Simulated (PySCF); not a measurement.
Rhodium: highly charged ions in a basis for the neutral atom

Rh¹⁵⁺ [Ar] 3d10 4s2, Rh¹⁶⁺ [Ar] 3d10 4s1. Computed with PySCF 2.14 in x2c-TZVPall (8s6p6d1f, 63 functions), with the spin-free X2C one-electron Hamiltonian (Gaussian nucleus). No spin-orbit coupling, so a gap to NIST mixes the basis error with missing relativistic terms.

Changed run: basis of the neutral atom used for a highly charged ion. This setting is unsound on purpose.

```
species  method  sound run (hartree)  changed run (hartree)  converged
  Rh¹⁵⁺     UHF              not run            -4700.89231        yes
  Rh¹⁵⁺    MN15              not run            -4705.49902        yes
  Rh¹⁵⁺     PBE              not run            -4702.15733        yes
  Rh¹⁶⁺     UHF              not run            -4686.67970        yes
  Rh¹⁶⁺    MN15              not run            -4691.25591        yes
  Rh¹⁶⁺     PBE              not run            -4687.79144        yes
```

Ionisation energy of Rh¹⁵⁺:

| method | changed run (eV) | NIST (eV) |
| --- | --- | --- |
| UHF | 386.75 | 389.3 ± 0.5 |
| MN15 | 387.57 | 389.3 ± 0.5 |
| PBE | 390.92 | 389.3 ± 0.5 |

The contracted functions were made for the neutral atom and can be too rigid for a highly charged ion.
